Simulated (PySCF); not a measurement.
C5H12O3Si.
Structure used (GFN2-xTB), in Å, numbered top down from 1:
```
atom  x, y, z in Å
C1    -1.8987   -1.4677    0.3941
C2    -1.1487   -0.2000    0.8007
O3    -1.5871    0.8264   -0.0683
C4    -1.0413    2.0865    0.1440
O5     0.1214    2.3201   -0.5760
Si6    1.4572    1.3934   -0.6685
C7     0.8996   -0.4244   -0.4462
C8     1.9894   -1.4798   -0.3653
O9     0.2311   -0.3481    0.8389
H10   -2.9636   -1.3082    0.5266
H11   -1.5671   -2.2930    1.0174
H12   -1.7096   -1.6998   -0.6498
H13   -1.4104    0.0686    1.8411
H14   -1.7854    2.8080   -0.2150
H15   -0.8527    2.2477    1.2186
H16    2.3550    1.6849    0.4497
H17    1.9507    1.7292   -1.9948
H18    0.1708   -0.7193   -1.2074
H19    2.5274   -1.5116   -1.3086
H20    1.5659   -2.4615   -0.1614
H21    2.6873   -1.2344    0.4298
```

Definitions: NICS(0) = −σiso at the ring centroid; NICS(1) = −σiso and NICS(1)zz = −σzz at ±1 Å along the ring normal z. Level: GIAO PBE0/pcSseg-1 (PySCF, non-relativistic, gas phase) on the GFN2-xTB geometry, one conformer.

Ring bond lengths (Å), with Mayer bond orders in brackets: C2–O3 1.415 (0.91), O3–C4 1.389 (0.96), C4–O5 1.387 (0.93), O5–Si6 1.628 (0.97), Si6–C7 1.914 (0.85), C7–O9 1.451 (0.80), O9–C2 1.388 (0.96).

Question: Give the NICS values of each ring in ppm.

Answer: 
| ring | type | NICS(0) | NICS(1), two faces | NICS(1)zz, two faces | rms pucker (Å) | centre to ring atoms, mean (Å) |
| --- | --- | --- | --- | --- | --- | --- |
| C2–O3–C4–O5–Si6–C7–O9 | 7-membered ring with 3 O and Si; formal bonds all single | -2.6 | -1.5 / -2.3 | 2.1 / 3.5 | 0.34 | 1.61 |

Question: What can be read from them?

Answer: 
- C2–O3–C4–O5–Si6–C7–O9: mean NICS(1)zz 2.8 ppm, near zero. C2, C4, Si6, C7 have four or more neighbours, and the NICS criterion for π rings isn't applied.

Question: At the first NICS(1) probe listed for ring C2–O3–C4–O5–Si6–C7–O9, 1 Å off the ring, what do the in-plane components average?

Answer: The isotropic value is a third of the trace: (3 × -1.5 − (2.1))/2 = -3.3 ppm.
